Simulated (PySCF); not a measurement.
FK, singlet, geometry from GFN2-xTB (such geometries of metal compounds can be far from the true shape). Base run: R2SCAN/def2-SVP in PySCF.

Here is a job for PySCF.
```python
from pyscf import gto, scf, dft

mol = gto.M(
    atom='''
K    -0.00000000   -0.00000000   -0.64992819
F     0.00000000    0.00000000    1.37207062
''',
    basis='def2-svp',
    verbose=4,
)

mf = dft.RKS(mol)
mf.xc = 'r2scan'
mf.kernel()
mf.analyze()
```

Variants of this job, named by their change:

| change | E (Eh) | HOMO (eV) | HOMO-LUMO gap (eV) | dipole (D) | core-seconds (rough) |
|---|---|---|---|---|---|
| base | -699.55988 | -4.28 | 3.39 | 7.16 | 2 |
| functional = blyp | -699.62491 | -4.07 | 2.54 | 6.62 | 1 |
| functional = tpss | -699.66001 | -4.15 | 2.78 | 6.85 | 2 |
| functional = lc_wpbe | -699.43890 | -8.58 | 8.65 | 7.38 | 2 |
| functional = wb97m_v | -699.58625 | -8.40 | 7.94 | 7.28 | 30 |
| functional = pw6b95 | -700.16449 | -6.09 | 4.92 | 7.22 | 2 |
| functional = b97-1 | -699.55145 | -5.53 | 4.58 | 7.17 | 1 |
| functional = tpssh | -699.64609 | -4.84 | 3.67 | 7.06 | 2 |
| functional = m06l | -699.61830 | -4.03 | 2.98 | 7.32 | 2 |
| functional = pbe0; dispersion = d3bj | -699.37133 | -5.89 | 4.91 | 7.22 | 1 |
| functional = bhandhlyp | -699.60906 | -7.81 | 7.10 | 7.49 | 1 |
| functional = wb97x | -699.61791 | -8.29 | 8.66 | 7.40 | 2 |
| functional = camb3lyp | -699.63661 | -7.40 | 6.82 | 7.24 | 2 |

Absolute energies of different levels of theory aren't comparable as measures of quality.
